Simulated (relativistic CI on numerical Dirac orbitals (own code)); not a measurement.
**Hyperfine structure of Cs³⁷⁺, mass number 133**

Calculated at this level of theory: Dirac-Coulomb-Breit CI, orbitals from a KLI potential per configuration, model QED (radiative potential, 1s self-energy scaled to tabulated hydrogen-like ionisation energies), unscaled Slater integrals (own radial code, finite nucleus).

CI space (outside the closed core [Ne]): 3s²3p⁶, 3s²3p⁵3d, 3s3p⁶3d, 3s²3p⁵4s, 3s²3p⁵4p, 3s²3p⁵4d, 3p⁶3d4p, 3s3p⁶4s, 3p⁶3d², 3p⁵3d³, 3p⁵3d²4s, 3p⁵3d²4p, 3p⁵3d²4d, 3p⁶3d4s, 3p⁵3d4s², 3p⁵3d4s4p, 3p⁵3d4s4d. Double excitations out of closed p, d and f shells are left out; levels of such configurations are missing from the list, as are those of other unlisted configurations, and high levels can miss mixing partners.

Nuclear spin I = 7/2, μ = 2.5778 μN, Q = -0.0034 b (tables of Stone and Pyykkö). The electronic factors are computed for point nuclear moments, without core polarisation or the Bohr-Weisskopf and QED corrections.

| Level | E (cm⁻¹) | A (GHz) | B (GHz) |
| --- | --- | --- | --- |
| 3s²3p⁵3d ³P°1 | 1341085 | 29.65 | -0.111 |
| 3s²3p⁵3d ³F°3 | 1384217 | 39.95 | 0.396 |
| 3s²3p⁵3d ³D°2 | 1403112 | 38.92 | 0.0455 |
| 3s²3p⁵3d ³F°4 | 1495087 | 26.75 | 0.366 |
| 3s²3p⁵3d ³D°3 | 1590102 | 23.53 | -0.168 |
| 3s²3p⁵3d ³D°1 | 1730438 | -12.65 | -0.049 |
| 3s²3p⁵3d ³F°2 | 2040489 | 107.4 | -0.134 |
| 3s²3p⁵3d ¹P°1 | 2302040 | -51.54 | -0.0202 |

Levels with J = 0, under 50 % of one LS term, or S terms without an open s electron are left out. Small factors come from cancelling terms and can be off by tens of per cent or more.

At this charge energies of transitions that change n are usually good to better than 1 %, and those within a shell (Δn = 0) to a few per cent.

Question: Give the hyperfine levels of 3s²3p⁵3d ³F°3 relative to its centre of gravity.

Answer: With K = F(F + 1) − I(I + 1) − J(J + 1), E = AK/2 + B[¾K(K + 1) − I(I + 1)J(J + 1)]/[2I(2I − 1)J(2J − 1)]: F = 1/2: -539.1, F = 3/2: -479.2, F = 5/2: -379.5, F = 7/2: -239.7, F = 9/2: -60.04, F = 11/2: 159.7, F = 13/2: 419.6 GHz.

LS names give the leading component of a level, which can be under half, so a name can repeat, a term be missing and a line seem to break the LS rules.
